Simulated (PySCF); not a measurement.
**Adding and removing an electron: GaPb**

r²SCAN; Ga cc-pVDZ-PP with ECP10, Pb cc-pVDZ-PP with ECP60; scalar-relativistic core potentials (PySCF 2.14). Neutral (UKS): quartet (σ ↑, π ↑↑), Re = 2.731 Å, ωe = 162 cm⁻¹, De = 2.15 eV, HOMO -4.63 eV, LUMO -2.83 eV.

GaPb⁺ (UKS): triplet (σ ↑, π ↑), Re = 3.104 Å, ωe = 97.6 cm⁻¹. The energies at the minima are -452.33207 hartree for GaPb and -452.07975 for GaPb⁺.

Work out the adiabatic ionisation energy, without and with harmonic zero-point energies (1 hartree = 27.2114 eV, 1 eV = 8065.5 cm⁻¹), and the change of the bond length.

At r²SCAN: 0.25232 hartree = 6.866 eV between the minima; the zero-point term (97.6 − 162.0)/2 cm⁻¹ = -0.004 eV makes it 6.862 eV. Re changes by +37.3 pm against the neutral. The electron leaves a π orbital, and the longer bond of the ion fits a bonding orbital, or a change in how ionic the bond is.

Spin–orbit coupling is left out, which matters for elements this heavy, above all for dissociation energies. States were picked by a PBE0 search and need not be the measured ground states.
